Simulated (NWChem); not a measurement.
A series in which one site is exchanged, each optimised at PBE0/def2-SVP with NWChem, gas phase unless a solvent is named. All stand in one matching conformer (torsions within 35°), which need not be the lowest. For some, no frequency run checked for a minimum. def2 effective core potentials on In; no spin-orbit coupling.

A: [NH2][In]([CH3])[OH] (CH6InNO; site = In)
B: [CH3][Ga]([NH2])[OH] (CH6GaNO; site = Ga)
C: B(N)(C)O (CH₆BNO; site = B)

Values for A:

- dipole (D), PBE0/def2-SVP = 2.55
- vertical ionisation energy, ΔSCF, PBE/def2-SVP (eV) = 8.51
- vertical ionisation energy, ΔSCF, PBE0/def2-SVP (eV) = 8.81

Problem. How do these values change for the other members?

Solution. 
```
change from A                                             B      C
----------------------------------------------------  -----  -----
dipole (D), PBE0/def2-SVP                             -0.83  -1.76
vertical ionisation energy, ΔSCF, PBE/def2-SVP (eV)   +0.38  +1.11
vertical ionisation energy, ΔSCF, PBE0/def2-SVP (eV)  +0.34  +1.00
```
